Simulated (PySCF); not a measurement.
4-methylidene-2,3-dihydropyrrole (C5H7N), SMILES C=C1C=NCC1. Atoms are numbered in the order given.

```xyz
13

C      0.0332    -2.1540     0.0000
C      0.0309    -0.8158     0.0000
C     -1.1629     0.0414     0.0000
N     -0.9417     1.2972     0.0000
C      0.4952     1.5234     0.0000
C      1.1944     0.1463     0.0000
H      0.9614    -2.7311     0.0000
H     -0.9059    -2.7140     0.0000
H     -2.1852    -0.3581     0.0000
H      0.7551     2.1363    -0.8793
H      0.7551     2.1363     0.8793
H      1.8333     0.0010     0.8846
H      1.8333     0.0010    -0.8846
```

The structure is a stationary point at PBE0-D3(BJ)/def2-SVP. One conformer was computed; it need not be the lowest.

These are PySCF with PBE/def2-TZVP values and carry that method's errors.

Symmetry labels are those of the subgroup Cs that the program uses (full group Cs).

Computed valence orbital energies around the gap with their symmetry:
```
orbital  symmetry  energy (eV)
-------  --------  -----------
HOMO−7         A'       -10.66
HOMO−6         A'       -10.05
HOMO−5         A"        -9.26
HOMO−4         A'        -8.87
HOMO−3         A'        -8.58
HOMO−2         A"        -8.21
HOMO−1         A'        -6.04
HOMO           A"        -6.01
LUMO           A"        -2.11
LUMO+1         A"         0.17
LUMO+2         A'         0.52
LUMO+3         A'         1.20
```
